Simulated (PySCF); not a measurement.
**A ladder for the ionisation energy of S⁺**

S⁺ [Ne] 3s2 3p3 (4S) → S²⁺ [Ne] 3s2 3p2 (3P). Scalar values calculated with PySCF 2.14 in dyall-acv3z (spin-free X2C; valence: [Ne] frozen; valence and next inner shell: 1s2 frozen). The spin-orbit shift comes from two-component X2C-1e calculations (generalised Hartree-Fock, GHF, and MP2 on its spinors, GMP2) in x2c-QZVPPall-2c: GMP2 gives 23.382 eV without and 23.344 eV with screened spin-orbit coupling, a shift of -0.037 eV (GHF: -0.039 eV). Sums use unrounded values; where a UHF row is shifted, it takes the GHF shift.

```json
{"method": "UHF", "scalar (eV)": "22.711", "plus spin-orbit shift (eV)": "22.672", "error (eV)": "-0.666"}
{"method": "MP2 (valence)", "scalar (eV)": "23.340", "plus spin-orbit shift (eV)": "23.303", "error (eV)": "-0.035"}
{"method": "SCS-MP2 (valence)", "scalar (eV)": "23.150", "plus spin-orbit shift (eV)": "23.113", "error (eV)": "-0.225"}
{"method": "CCSD (valence)", "scalar (eV)": "23.271", "plus spin-orbit shift (eV)": "23.233", "error (eV)": "-0.105"}
{"method": "CCSD(T) (valence)", "scalar (eV)": "23.312", "plus spin-orbit shift (eV)": "23.275", "error (eV)": "-0.063"}
{"method": "LDA", "scalar (eV)": "23.392", "plus spin-orbit shift (eV)": "23.355", "error (eV)": "0.017"}
{"method": "PBE", "scalar (eV)": "23.302", "plus spin-orbit shift (eV)": "23.265", "error (eV)": "-0.073"}
{"method": "PBE0", "scalar (eV)": "23.370", "plus spin-orbit shift (eV)": "23.332", "error (eV)": "-0.005"}
{"method": "r2SCAN", "scalar (eV)": "23.520", "plus spin-orbit shift (eV)": "23.483", "error (eV)": "0.145"}
{"method": "BLYP", "scalar (eV)": "23.007", "plus spin-orbit shift (eV)": "22.969", "error (eV)": "-0.369"}
{"method": "BHandHLYP", "scalar (eV)": "23.126", "plus spin-orbit shift (eV)": "23.089", "error (eV)": "-0.249"}
{"method": "revPBE", "scalar (eV)": "23.277", "plus spin-orbit shift (eV)": "23.239", "error (eV)": "-0.099"}
{"method": "MP2 (valence and next inner shell)", "scalar (eV)": "23.378", "plus spin-orbit shift (eV)": "23.340", "error (eV)": "0.003"}
{"method": "SCS-MP2 (valence and next inner shell)", "scalar (eV)": "23.185", "plus spin-orbit shift (eV)": "23.147", "error (eV)": "-0.191"}
```

Reference: 23.338 eV (measured; NIST Atomic Spectra Database, ionization energies).

The errors of the correlated levels include the incompleteness of the basis and the frozen core, so a lower level can come closer by cancellation.

A first-order Landé estimate from the scalar orbitals gives -0.062 eV instead; single two-component determinants are not pure J levels in LS coupling, so the shift is uncertain by about that difference.
